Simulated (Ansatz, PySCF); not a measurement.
C3H8Si2, SMILES C#C[Si@@H](C)[SiH3]. Atoms are numbered in the order given.

```xyz
13

C     -1.4984    -2.3618    -0.5521
C     -0.7820    -1.5007    -0.0745
Si     0.2888    -0.1627     0.5940
C      2.0904    -0.5139     0.1889
Si    -0.4336     1.8484    -0.3770
H     -2.1310    -3.1252    -0.9692
H      0.0889    -0.1041     2.0755
H      2.4033    -1.4742     0.6261
H      2.2372    -0.5650    -0.9004
H      2.7381     0.2801     0.5912
H     -0.2661     1.7786    -1.8623
H     -1.8727     2.1035    -0.0633
H      0.3799     2.9965     0.1359
```
Charge 0, spin multiplicity 1.

Geometry optimised at PBE0-D3(BJ)/def2-SVP. The structure was generated by enumeration; whether it is a known compound was not checked.

Two levels are set side by side: PBE-D3(BJ)/def2-SVP (Ansatz, an electronic-structure program) and PBE0-D3(BJ)/def2-SVP (Ansatz). Each level has its own optimised geometry; the coordinates shown are those of the second. Frequencies come from the Hessian of PySCF at each geometry. Differences are taken from unrounded values.

```tsv
quantity	PBE0-D3(BJ)
mean bond length (Å)	1.471
bond C1–C2 (Å)	1.218
bond C2–Si3 (Å)	1.840
bond Si3–C4 (Å)	1.880
bond Si3–Si5 (Å)	2.347
bond C1–H6 (Å)	1.076
bond Si3–H7 (Å)	1.496
bond C4–H8 (Å)	1.101
bond C4–H9 (Å)	1.100
bond C4–H10 (Å)	1.101
bond Si5–H11 (Å)	1.496
bond Si5–H12 (Å)	1.495
bond Si5–H13 (Å)	1.498
highest harmonic wavenumber (cm⁻¹)	3474
mean harmonic wavenumber (cm⁻¹)	1194
zero-point energy (kcal/mol)	56.35
```

What does PBE-D3(BJ) give, and how far is it from PBE0-D3(BJ)? (Estimate from the structure and the level; the computed values follow.)


| quantity | PBE-D3(BJ) | PBE-D3(BJ) minus PBE0-D3(BJ) |
|---|---|---|
| mean bond length (Å) | 1.480 | 0.009 |
| bond C1–C2 (Å) | 1.230 | 0.012 |
| bond C2–Si3 (Å) | 1.843 | 0.003 |
| bond Si3–C4 (Å) | 1.892 | 0.012 |
| bond Si3–Si5 (Å) | 2.356 | 0.009 |
| bond C1–H6 (Å) | 1.082 | 0.007 |
| bond Si3–H7 (Å) | 1.507 | 0.011 |
| bond C4–H8 (Å) | 1.108 | 0.008 |
| bond C4–H9 (Å) | 1.108 | 0.008 |
| bond C4–H10 (Å) | 1.109 | 0.008 |
| bond Si5–H11 (Å) | 1.507 | 0.010 |
| bond Si5–H12 (Å) | 1.505 | 0.010 |
| bond Si5–H13 (Å) | 1.508 | 0.010 |
| highest harmonic wavenumber (cm⁻¹) | 3390 | -84 |
| mean harmonic wavenumber (cm⁻¹) | 1156 | -39 |
| zero-point energy (kcal/mol) | 54.53 | -1.82 |

GGA bonds tend to be longer and softer than those of functionals with exact exchange. Differences between two approximate levels are no errors against the true value.
